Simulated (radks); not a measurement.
Values are calculated unless marked as measured or tabulated.
Problem. The mean radii <r> (bohr) of the occupied orbitals of an atom or ion are listed with their occupations. Level of theory: scalar-relativistic Kohn-Sham, LB94 model potential, spin-polarised, spherical densities, finite nucleus; Fermi nuclear charge, rms radius of each element as measured or else 0.836 A^(1/3) + 0.57 fm (a radial shooting solver on a logarithmic mesh with Libxc functionals).

orbital  occ.     <r>
1s down     1  0.1196
1s up       1  0.1196
2s up       1  0.6261
2s down     1  0.6269
2p up       3  0.5973
2p down     3  0.5985
3s down     1   2.442
3s up       1   2.466
3p up       1   3.298

Name the element and its charge. Open shells, if any, are filled with parallel spins first.

Solution. Z = 13, aluminium, charge 0: Al in [Ne] 3s2 3p1. The 1s radius gives Z: for a bare nucleus <r> = (2 gamma + 1)/(2Z) with gamma = sqrt(1 - (Z/c)^2), 0.115 bohr for Z = 13, and screening makes it slightly larger (0.1196 here). The occupations add up to 13, and the charge is Z minus that.
